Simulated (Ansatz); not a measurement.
`BrC1=NCO1` + H₂ → `C1=NCO1` + HBr at 700 K and 1 bar (hydrogenolysis of a C–Br bond).

Isolated molecules relaxed with PBE0-D4/def2-TZVP in Ansatz; ΔE leaves out vibrations. CCSD(T)/CBS is the MP2 limit (def2-TZVPP, def2-QZVPP) plus CCSD(T) − MP2 in def2-TZVPP, frozen cores. This one scheme is used for every species. For Br outer-core shells are correlated without core-valence functions, which leaves a few kJ/mol of doubt a bond. Scalar relativity is left out up to krypton.

| species | CCSD(T)/CBS energy (Eh) | H − E (kJ/mol) | S (J/(mol·K)) |
| --- | --- | --- | --- |
| `BrC1=NCO1` | -2780.42865 | 162.6 | 377.8 |
| H₂ | -1.17544 | 46.8 | 155.3 |
| `C1=NCO1` | -207.71182 | 179.6 | 323.4 |
| HBr | -2573.91920 | 36.5 | 223.7 |

H − E and S are ideal-gas, rigid-rotor, harmonic terms from PBE0-D4/def2-TZVP. For small species the MP2-based limit differs from directly extrapolated CCSD(T) by up to some mEh (0.8 for H₂); such offsets cancel only in part. 1 Eh = 2625.50 kJ/mol, R = 8.31446 J/(mol·K).

Task: By hand: ΔE, ΔH, ΔS and ΔG.

Result: ΔE = (-207.71182) + (-2573.91920) − (-2780.42865) − (-1.17544) = -0.02693 Eh = -70.7 kJ/mol. Δ(H − E) = 179.6 + 36.5 − 162.6 − 46.8 = 6.7, so ΔH = -64.0 kJ/mol. ΔS = 323.4 + 223.7 − 377.8 − 155.3 = 14.0 J/(mol·K). ΔG = -64.0 − 700 × (14.0)/1000 = -73.8 kJ/mol.

Task: By hand: the equilibrium constant, and the temperature at which ΔG would vanish if ΔH and ΔS stayed fixed.

Result: log₁₀ K = −ΔG/(RT ln 10) = 5.5. ΔH and −TΔS have one sign here, so there is no such temperature.

The number of gas molecules stays the same, so ΔS is small and ΔH decides. A doubt of 5 kJ/mol in ΔE shifts log₁₀ K by 0.4 here. These are equilibria of isolated gas molecules and say nothing of rates. Largest T1 diagnostic: 0.015 (customary marks: 0.02 for closed shells, 0.045 for open ones).
